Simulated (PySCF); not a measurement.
Exercise with solution: chemical shift, span and skew from a shielding tensor

CH5ClOSi, SMILES CO[SiH2]Cl. Atoms are numbered in the order given.

```xyz
9

Si     0.6118     0.0957    -0.6497
Cl     0.9553     0.0762     1.4080
O     -0.8933    -0.5257    -0.9989
C     -2.1062     0.0447    -0.5336
H      1.5935    -0.8031    -1.3239
H      0.7281     1.5275    -1.0896
H     -2.2320     1.0966    -0.8797
H     -2.9491    -0.5544    -0.9326
H     -2.1627     0.0349     0.5776
```
Charge 0, spin multiplicity 1.

Coordinates come from a PBE-D3(BJ)/def2-SVP optimisation. The values are those of a single conformer.

GIAO shieldings from PySCF with PBE0/pcSseg-1, non-relativistic, no solvent. The symmetric part of the tensor of Si1 has the principal values 331.4, 344.4, 401.2 ppm. The same nucleus in TMS has σ = 352.7 ppm at this level (PySCF, at its B3LYP-D3(BJ)/def2-TZVP geometry). Without spin–orbit terms, shifts of atoms bonded to Cl or Br come out too high.

Task: Work out the isotropic shielding, the ²⁹Si shift against TMS, the span and the skew.

Result: 
σ(iso) = (σ11 + σ22 + σ33)/3 = 359.0 ppm. δ = σ(ref) − σ(iso) = 352.7 − (359.0) = -6.3 ppm.
Span Ω = σ33 − σ11 = 69.8 ppm. Skew κ = 3(σ(iso) − σ22)/Ω = 0.63. Tumbling in solution averages the tensor to δ; in a static solid the shielding alone would spread this spin-1/2 line over Ω.
